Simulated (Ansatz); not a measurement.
A nudged elastic band was laid between two geometries of CH6FPSi (10 atoms, charge 0, multiplicity 1).

Theory: Ansatz, RKS B3LYP/def2-mTZVP.

```yaml
movable_images: 7
climbing_image: from the first iteration
spring: 5.0 eV/Å²
optimiser: fire
start_path: IDPP
force_threshold: 0.03 eV/Å
iteration_limit: 60
end_points: relaxed
```

First end point:

```xyz
10
Properties=species:S:1:pos:R:3
C 0.040 1.361 0.102
Si -0.320 -0.385 0.670
F 0.473 -0.624 2.066
P 0.317 -2.056 -0.733
H -0.498 1.592 -0.820
H -0.269 2.085 0.859
H 1.105 1.509 -0.087
H -1.766 -0.563 0.947
H -0.491 -1.572 -1.804
H 1.493 -1.399 -1.196
```

Last end point:

```xyz
10
Properties=species:S:1:pos:R:3
C 0.476 1.388 0.402
Si -0.391 -0.266 0.446
F -0.193 -0.924 1.917
P 0.554 -1.711 -1.032
H 0.324 1.891 -0.557
H 0.090 2.046 1.183
H 1.551 1.282 0.556
H -1.853 -0.104 0.260
H -0.524 -2.640 -1.003
H 0.049 -1.014 -2.169
```

Problem. What changes between the two ends?

Solution. No bond is made or broken. The dihedral C1–Si2–P4–H10 goes from 35 to -71°.

Problem. What energy profile does the band end with?

Solution. The forces met the threshold. The highest image is number 4 of 0 to 8, 0.027 eV above the first end and 0.035 eV above the last; the last end lies 0.008 eV below the first. Another band between the same ends (7 images) ends at a top of the same energy, where a vibrational analysis finds 1 clearly imaginary mode.

| image | path coordinate (Å) | energy (eV) | dihedral C1–Si2–P4–H10 (°) |
| --- | --- | --- | --- |
| 0 | 0.00 | 0.000 | 35 |
| 1 | 0.36 | 0.004 | 22 |
| 2 | 0.72 | 0.014 | 9 |
| 3 | 1.08 | 0.024 | -4 |
| 4 | 1.44 | 0.027 | -18 |
| 5 | 1.81 | 0.021 | -31 |
| 6 | 2.18 | 0.008 | -45 |
| 7 | 2.56 | -0.003 | -58 |
| 8 | 2.93 | -0.008 | -71 |

Problem. What is the geometry of the highest image?

Solution. 
```xyz
10
Properties=species:S:1:pos:R:3
C 0.339 1.344 0.310
Si -0.414 -0.349 0.561
F -0.063 -0.831 2.070
P 0.428 -1.932 -0.847
H 0.054 1.763 -0.657
H -0.001 2.034 1.087
H 1.429 1.311 0.352
H -1.893 -0.304 0.479
H -0.776 -2.094 -1.587
H 0.979 -0.993 -1.764
```

The run took 5.7 min on 2 threads of Arm Neoverse V1, on a shared host, peak memory 0.22 GiB.
